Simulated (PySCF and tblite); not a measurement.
The numbers below are computed, except where a source is named.
System: C6H10GeO, numbered as in [CH3:1][O:2][C:3]1=[CH:4][C@H:5]([GeH3:6])[CH:7]=[CH:8]1.

For the shift of H on C5 from C5 to C7: electronic barrier 30.37 kcal/mol, zero-point change -2.52 kcal/mol, thermal and entropy terms at 250 K a further -0.09 kcal/mol (symmetry numbers apart). The minimum is C1, the saddle C1. Level: PBE0/pcSseg-1 + D3(BJ) on GFN2-xTB stationary points, with GFN2-xTB thermal terms. Rate constants are transition-state-theory values, counting equivalent paths, without tunnelling. Run with tblite and PySCF.

**Question.** How many equivalent paths lead out of the minimum?

**Answer.** 1: the symmetry number of the minimum is 1, that of the saddle displaced along its mode 1.

**Question.** Work out the rate at 250 K.

**Answer.** ΔG‡ = 27.76 kcal/mol; k_B T/h = 5.2×10¹² s⁻¹; exp(−ΔG‡/RT) = 5.4×10⁻²⁵; times 1 gives k = 2.8×10⁻¹² s⁻¹.

Tunnelling of the moving H, left out here, will speed the real process. DFT energies on a tight-binding saddle of a bond shift can be off by several kcal/mol. Spin–orbit effects of heavy atoms on shieldings are missing.
